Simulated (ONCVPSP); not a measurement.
PBE ONCV dataset for Mg, scalar-relativistic all-electron reference.

* Element: Mg
* Generator: ONCVPSP 4.0.1
* Type: optimised norm-conserving Vanderbilt (ONCV)
* Functional: PBE
* Relativity: scalar-relativistic
* Frozen core: [He] 2s2
* Valence charge: 8
* Reference configuration: 2p6 3s1 3p1
* Partial waves: 3s: rc 2.75 bohr, ncon 4, nbas 8, qcut 3 1/bohr, 1 projector; 2p+3p: rc 1.05 bohr, ncon 3, nbas 8, qcut 14.6 1/bohr, 2 projectors
* Local potential: polynomial inside 0.75 bohr (lpopt 5, dvloc0 4 Ha)
* Core correction: Teter function fitted to the true core (icmod 2), fcfact 0.25

* Cutoffs needed: 73 Ha and 84 Ha (the cutoffs (Ha) at which the residual kinetic energy of the hardest occupied pseudo-wave falls to 1 and 0.1 mHa per electron)
* Ghost test: ghosts flagged at negative energy: s at -16.8 eV; no localised positive-energy state flagged; a true bound ghost makes a file unfit for plane-wave use
* Largest excitation error: -6.3 meV (all-electron minus pseudo) for 2p6 3s2 3p0, out of 4 test configurations
* rms error of d²Exc/dni dnj: 4.76 mHa without and 2.87 mHa with the model core
